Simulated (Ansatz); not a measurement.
`CBSCF` and `BCSCF` differ in one atom or group.

Ansatz, PBE0-D4/def2-TZVP geometries, multiplicity 1. Each molecule was computed in one conformer, which needn't be the lowest.

```tsv
property	`CBSCF`
HOMO–LUMO gap (PBE/def2-TZVPP) / eV	5.09
size of the dipole moment (ωB97M-V/def2-TZVPP) / D	1.55
LUMO energy (PBE/def2-TZVPP) / eV	-1.87
HOMO–LUMO gap (PBE0/def2-TZVPP) / eV	7.20
HOMO energy (PBE/def2-TZVPP) / eV	-6.96
LUMO energy (PBE0/def2-TZVPP) / eV	-0.93
```

Problem. Give the same properties after the change, and the shifts. (An estimate is asked.)

Solution. Ansatz gave: 
```json
{"property": "HOMO–LUMO gap (PBE/def2-TZVPP) / eV", "`BCSCF`": "3.05", "shift": "-2.04"}
{"property": "size of the dipole moment (ωB97M-V/def2-TZVPP) / D", "`BCSCF`": "1.66", "shift": "0.11"}
{"property": "LUMO energy (PBE/def2-TZVPP) / eV", "`BCSCF`": "-2.71", "shift": "-0.84"}
{"property": "HOMO–LUMO gap (PBE0/def2-TZVPP) / eV", "`BCSCF`": "5.32", "shift": "-1.88"}
{"property": "HOMO energy (PBE/def2-TZVPP) / eV", "`BCSCF`": "-5.76", "shift": "1.20"}
{"property": "LUMO energy (PBE0/def2-TZVPP) / eV", "`BCSCF`": "-1.66", "shift": "-0.73"}
```

With PBE0 the HOMO rises by 1.15 eV and the LUMO falls by 0.73 eV, so the gap narrows by about 1.88 eV. PBE moves the HOMO by 1.20 eV and ωB97M-V by 1.10 eV. Dipoles are sizes alone; their direction can turn.
